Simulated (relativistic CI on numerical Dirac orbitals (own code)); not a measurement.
**Zn3+: from the plainest model towards the measured levels**

Calculated with a relativistic CI code on KLI orbitals (one set per configuration, finite nucleus), adding one ingredient at a time: step 1, Dirac-Coulomb, each configuration alone; step 2, with Breit and QED terms; step 3, with configuration mixing; step 4, with scaled Slater integrals (0.85); step 5, with a P86 correlation estimate; step 6, tied to the ionisation limit. P86 is a density functional for the correlation energy, evaluated here for each configuration and added to its levels. Step 6 is semi-empirical: configurations made of the next ion and one excited electron move by 9080 cm⁻¹, so that their limit matches the tabulated ionisation energy, and those with a non-penetrating f or g electron also take the P86 value of the least penetrating other one.

Configurations in the expansion (outside the closed core [Ne] 3s2): 3p6.3d9, 3p6.3d8.4s, 3p6.3d8.4p, 3p6.3d8.4d, 3p6.3d8.5s, 3p6.3d8.5p, 3p6.3d8.4f, 3p6.3d8.5d, 3p5.3d10, 3p6.3d7.4s.4p, 3p6.3d8.5f, 3p6.3d7.4s2, 3p6.3d6.4s2.4p, 3p6.3d6.4s2.4d, 3p6.3d6.4s2.5s, 3p6.3d6.4s2.5p, 3p6.3d6.4s2.4f.

Computed minus measured energy above the ground level, in cm⁻¹, for 15 of the 54 excited levels that pair in every step (one J of a term; a digit in brackets numbers repeated terms):

```csv
Configuration,Term,J,Measured,Step 1,Step 2,Step 3,Step 4,Step 5,Step 6
3p6.3d9,2D,3/2,2759,128,-57,-67,-87,-87,-87
3p6.3d8.4s,4F,9/2,128730,-12126,-11828,-11583,-8902,-2711,6362
3p6.3d8.4s,2F,7/2,135951,-10605,-10349,-10195,-8686,-2493,6580
3p6.3d8.4s,2D,3/2,149191,-8158,-7842,-7703,-8482,-2290,6783
3p6.3d8.4s,4P,3/2,151250,-7623,-7375,-7417,-8295,-2101,6972
3p6.3d8.4s,2P,3/2,157075,-6314,-6071,-5978,-8095,-1902,7170
3p6.3d8.4s,2S,1/2,199369,261,628,452,-8850,-2655,6418
3p6.3d8.4p,4D°,7/2,201319,-14244,-14023,-14119,-11003,-3967,5094
3p6.3d8.4p,4G°,9/2,204447,-14105,-13908,-13833,-11263,-4228,4836
3p6.3d8.4p,4F°,9/2,207737,-14047,-13879,-13982,-11623,-4586,4473
3p6.3d8.4p,2D°,5/2,211570,-12615,-12445,-12671,-11066,-4029,5032
3p6.3d8.4p,2F°,7/2,211824,-13199,-13105,-13242,-11402,-4366,4696
3p6.3d8.4p,4P°,3/2,221426,-10451,-10193,-10220,-10589,-3554,5510
3p6.3d8.4p,2H°,9/2,232981,-10813,-10747,-10669,-12593,-5558,3508
3p6.3d8.4p,2S°,1/2,235976,-8501,-8375,-8568,-11040,-4002,5059
```

Mean absolute errors in cm⁻¹, over all paired levels and for the configurations:

```
Configuration, levels  Step 1  Step 2  Step 3  Step 4  Step 5  Step 6
              all, 54   10412   10276   10371   10630    3895    5003
           3p6.3d9, 1     128      57      67      87      87      87
       3p6.3d8.4s, 11    8627    8443    8305    8590    2398    6675
       3p6.3d8.4p, 42   11125   10999   11157   11415    4378    4682
```

Measured levels: Sugar and Musgrove, J. Phys. Chem. Ref. Data 24, 1803 (1995). Some J values or terms of the table were assigned by a fit.

Question: What does each ingredient do to the ground and the excited configurations, and where is the model closest to experiment?

Answer: The Breit and QED terms change the top of the ground term (measured 2759) from 2888 to 2702. Mixing lowers the ground level by 379; relative to it the configurations that move most are 3p6.3d8.4p by -158, 3p6.3d8.4s by +106. The P86 estimate moves 3p6.3d8.4p by +7037, 3p6.3d8.4s by +6193, and takes the mean absolute error of the excited configurations from 10829 to 3967. Step 6 takes that error from 3967 to 5096; it grows for 3p6.3d8.4s. The shift fits the limit, so it does little for low levels whose errors differ from those near the limit. The mean absolute error is lowest at step 5 (3895 cm⁻¹), and the largest single drop is from step 4 to 5 (10630 to 3895).
